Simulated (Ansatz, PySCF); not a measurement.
Process, species as SMILES: CC(F)F [1,1-difluoroethane] + 3 [H][H] (H2) → 2 C (CH4) + 2 F (HF)
Geometries: B3LYP-D3(BJ)/def2-TZVP minima from Ansatz (an electronic-structure program).

Wanted: energy of full hydrogenation (enthalpy at 298 K, with B3LYP-D3(BJ) rigid-rotor harmonic-oscillator terms from PySCF), in kcal/mol. Correlated levels leave the core frozen unless marked. Spin-orbit coupling is left out. Non-relativistic. CBS marks a two-point X^-3 extrapolation of the correlation energy; Hartree-Fock from the larger set.

```csv
level,program,energy of full hydrogenation (kcal/mol)
HF/aug-cc-pVTZ,Ansatz,-46.9
RI-HF/aug-cc-pVQZ,Ansatz,-47.2
PBE-D4/def2-TZVPD,Ansatz + dftd4,-40.6
BLYP/def2-TZVPD,Ansatz,-41.7
revPBE-D4/def2-TZVPD,Ansatz + dftd4,-39.6
revPBE/def2-TZVPD,Ansatz,-43.2
r2SCAN-D3(BJ)/def2-TZVPD,Ansatz + dftd3,-38.9
```

Predict the CCSD(T)/CBS(cc-pVTZ,cc-pVQZ) result (Ansatz).

-45.4 kcal/mol, so r2SCAN-D3(BJ)/def2-TZVPD differs from it by 6.5 kcal/mol.
